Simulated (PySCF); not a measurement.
Input for PySCF: R-HF/STO-3G on FHTe (SMILES F[TeH]), a point of a bond scan (R = 2.603 Å).

```python
from pyscf import gto, scf, dft, mp
from pyscf.data.elements import chemcore

mol = gto.M(
    atom='''
    Te    0.18518663   -0.06058026    0.20051425
    H     1.31186066   -0.30942416   -1.00396715
    F    -1.70605015    0.54014275   -1.48359608
    ''',
    basis='sto-3g',
    charge=0, spin=0, verbose=3, max_memory=1800)
mf = scf.RHF(mol)
mf.conv_tol = 1e-8
mf.max_cycle = 100
mf.kernel()
if not mf.converged:
    mf = mf.newton().run(mf.mo_coeff, mf.mo_occ)
```

The log:

```
converged SCF energy = -6645.57761383466
```

The run converged.

Cost: roughly 0.4 core-seconds.
